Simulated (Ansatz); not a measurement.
Basis-set series for C5H5Al (`C#[C][Al]([CH3])[C]#C`). Total charge 0; spin multiplicity 1. The structure was optimised at the PBE0-D4/def2-TZVP level.

| functional | basis | functions | energy (Eh) | HOMO (eV) | LUMO (eV) |
| --- | --- | --- | --- | --- | --- |
| PBE0-D4 | def2-SVP | 113 | -435.29087 | -7.95 | -1.52 |
| PBE0-D4 | def2-TZVPP | 267 | -435.59302 | -8.03 | -1.59 |
| ωB97M-V | def2-SVP | 113 | -435.54479 | -10.21 | 0.27 |
| ωB97M-V | def2-TZVPP | 267 | -435.85679 | -10.30 | 0.16 |

Question: Give the rows for def2-QZVPP. (Estimate.)

Answer: Ansatz gave: 
```
functional       basis  functions  energy (Eh)  HOMO (eV)  LUMO (eV)
   PBE0-D4  def2-QZVPP        505   -435.61109      -8.05      -1.61
   ωB97M-V  def2-QZVPP        505   -435.87343     -10.31       0.09
```

Positive LUMOs are unbound and depend on the basis.
